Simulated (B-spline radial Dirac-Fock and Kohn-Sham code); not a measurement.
# 3p3/2 photoionisation of Ti near threshold

System: the free titanium atom, [Ar] 3d2 4s2. The computed 3p3/2 threshold is 44.95 eV; without correlation, outer thresholds are uncertain by 1 to 2 eV. With an open shell the threshold is an average over the terms of the final ion.

The run's input, task.json:

```json
{"items": [{
  "Z": 22,
  "q": 0,
  "cfg": [[1, 0, 2], [2, 0, 2], [2, 1, 6], [3, 0, 2], [3, 1, 6], [3, 2, 2], [4, 0, 2]],
  "A": 48,
  "rrms": 3.5921,
  "do": ["binding", "quiet", "photo", "scan"],
  "hv": [21.22, 40.81, 60, 80, 100, 150, 200, 300, 400, 600, 800, 1000, 1253.6, 1486.9, 2000, 2984.4, 4000, 5414.7, 6000, 8047.8, 9251.7, 12000, 15000, 17479.3, 22162.9, 30000, 40000, 59318.2, 80000, 100000, 150000, 200000]
}]}
```

Run with: `python xray_run.py task.json out`

Model: Dirac-Hartree-Slater photoionisation with all multipoles and Dirac-Fock thresholds. Program: a radial atomic solver. Interchannel coupling and autoionising resonances are not included, so magnitudes near threshold are approximate.

```tsv
kinetic energy (eV)	σ (Mb)	β
1.5	1.26	1.54
2.3	1.21	1.62
3.7	1.11	1.62
5.7	0.953	1.44
9.0	0.751	0.91
14.0	0.590	0.00
21.9	0.576	-0.46
34.2	0.709	0.07
53.5	0.838	0.73
83.7	0.811	1.19
130.9	0.629	1.45
204.6	0.394	1.58
319.9	0.204	1.63
```

The cross section has a minimum of 0.56 Mb near 18 eV kinetic energy, a Cooper minimum, where a dipole matrix element changes sign; it needs a radial node in the bound orbital. It is largest at the lowest energy, 1.26 Mb. β ranges from -0.46 (at 21.9 eV) to 1.64.
